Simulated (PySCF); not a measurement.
Level of theory: B3LYP-D3(BJ)/def2-TZVP // BP86-D3(BJ)/def2-SVP (PySCF 2.14.0). All species are isolated molecules in the gas phase. One relaxed conformer stands for a flexible species; it need not be the lowest. B3LYP has the VWN-RPA correlation part, as in Gaussian. 

Reference species: [Ta(Cl)5] (neutral, multiplicity 1).

```json
{
  "charge on the central atom (Mulliken)": "1.17 e",
  "mean_distance_from_the_central_atom_to_its_bonded_neighbours": "2.320 Å",
  "HOMO–LUMO gap": "4.90 eV"
}
```

Changed species: [Ta(Cl)2(OH)3] (3 of 5 Cl replaced by OH; the reference has 0 of 5 Cl replaced by OH).

Problem. What does the change do to the charge on the central atom (Mulliken), mean distance from the central atom to its bonded neighbours and HOMO–LUMO gap?

Solution. the charge on the central atom (Mulliken) rises by 0.28 e, to 1.45 e; the mean distance from the central atom to its bonded neighbours drops by 0.227 Å, to 2.093 Å; the HOMO–LUMO gap goes up by 1.28 eV, to 6.18 eV.
